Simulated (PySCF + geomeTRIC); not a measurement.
Species: H6ClGaSi2, SMILES `[SiH3][Ga]([SiH3])[Cl]` (charge 0, multiplicity 1).

Task: Give a relaxed geometry from ωB97X-D3(BJ)/def2-TZVP in PySCF + geomeTRIC.

Result: the end point of this relaxation (outside a Z-matrix the atoms follow the SMILES, hydrogens last).
Bonds (Å): Si1–Ga2 2.393, Si1–H5 1.485, Si1–H6 1.485, Si1–H7 1.485, Ga2–Si3 2.393, Ga2–Cl4 2.168, Si3–H8 1.485, Si3–H9 1.485, Si3–H10 1.485. Angles (°): Ga2–Si1–H5 112.0, Ga2–Si1–H6 109.4, Ga2–Si1–H7 109.1, H5–Si1–H6 108.8, H5–Si1–H7 108.7, H6–Si1–H7 108.8, Si1–Ga2–Si3 137.0, Si1–Ga2–Cl4 111.6, Si3–Ga2–Cl4 111.4, Ga2–Si3–H8 112.1, Ga2–Si3–H9 109.1, Ga2–Si3–H10 109.3, H8–Si3–H9 108.7, H8–Si3–H10 108.8, H9–Si3–H10 108.8.
